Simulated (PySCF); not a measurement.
I3Sb, SMILES [I][Sb+]([I])[I], charge +1, multiplicity 2.

Geometry optimised at PBE-D3(BJ)/def2-SVP. The def2 effective core potentials stand for the cores of I, Sb; spin–orbit coupling is left out.

These are TDA-PBE/def2-SVPD run with PySCF values and carry that method's errors.

Vertical excitations; the highest root listed may be one member of a degenerate set. The molecule is in vacuum.

Computed UV-visible absorptions:
```json
[
 {"state": "root 1", "energy (eV)": "0.31", "λ (nm)": "4001", "f": "0.000", "main pairs": "β HOMO→LUMO 100 %"},
 {"state": "root 2", "energy (eV)": "0.60", "λ (nm)": "2072", "f": "0.001", "main pairs": "β HOMO−1→LUMO, β HOMO−2→LUMO, β HOMO−3→LUMO (degenerate set)"},
 {"state": "root 3", "energy (eV)": "0.60", "λ (nm)": "2072", "f": "0.001", "main pairs": "β HOMO−2→LUMO, β HOMO−1→LUMO, β HOMO−4→LUMO (degenerate set)"},
 {"state": "root 4", "energy (eV)": "0.98", "λ (nm)": "1263", "f": "0.015", "main pairs": "β HOMO−3→LUMO, β HOMO−4→LUMO, β HOMO−2→LUMO (degenerate set)"},
 {"state": "root 5", "energy (eV)": "0.98", "λ (nm)": "1263", "f": "0.015", "main pairs": "β HOMO−4→LUMO, β HOMO−3→LUMO, β HOMO−1→LUMO (degenerate set)"},
 {"state": "root 6", "energy (eV)": "1.88", "λ (nm)": "661", "f": "0.002", "main pairs": "β HOMO−5→LUMO 97 %"},
 {"state": "root 7", "energy (eV)": "2.66", "λ (nm)": "467", "f": "0.000", "main pairs": "α HOMO→LUMO 58 %, β HOMO→LUMO+1 42 %"},
 {"state": "root 8", "energy (eV)": "2.81", "λ (nm)": "441", "f": "0.000", "main pairs": "α HOMO−2→LUMO, β HOMO−1→LUMO+1, β HOMO−2→LUMO+1 (degenerate set)"},
 {"state": "root 9", "energy (eV)": "2.81", "λ (nm)": "441", "f": "0.000", "main pairs": "α HOMO−3→LUMO, β HOMO−2→LUMO+1, β HOMO−1→LUMO+1 (degenerate set)"},
 {"state": "root 10", "energy (eV)": "2.83", "λ (nm)": "439", "f": "0.003", "main pairs": "α HOMO−1→LUMO 98 %"}
]
```
Unrestricted roots are not spin-pure.
